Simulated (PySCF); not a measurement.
Input file for PySCF: R-BP86/LANL2DZ on ClFGaH (SMILES [F][GaH][Cl]), a point of a bond scan (R = 1.233 Å).

```python
from pyscf import gto, scf, dft, mp
from pyscf.data.elements import chemcore

mol = gto.M(
    atom='''
    Ga   -0.42035658    0.09491825   -0.34524222
    H    -1.37240188   -0.31586377   -1.01306025
    F    -0.00462516    1.79964022   -0.33176534
    Cl    0.86371139   -1.10121578    0.87461245
    ''',
    basis='lanl2dz',
    ecp={'Cl': 'lanl2dz', 'Ga': 'lanl2dz'},
    charge=0, spin=0, verbose=3, max_memory=1800)
mf = dft.RKS(mol, xc='b88,p86')
mf.conv_tol = 1e-8
mf.max_cycle = 100
mf.kernel()
if not mf.converged:
    mf = mf.newton().run(mf.mo_coeff, mf.mo_occ)
```

The log:

```
converged SCF energy = -117.545772616248
```

The run converged.

Cost: very roughly 2.5 core-seconds.
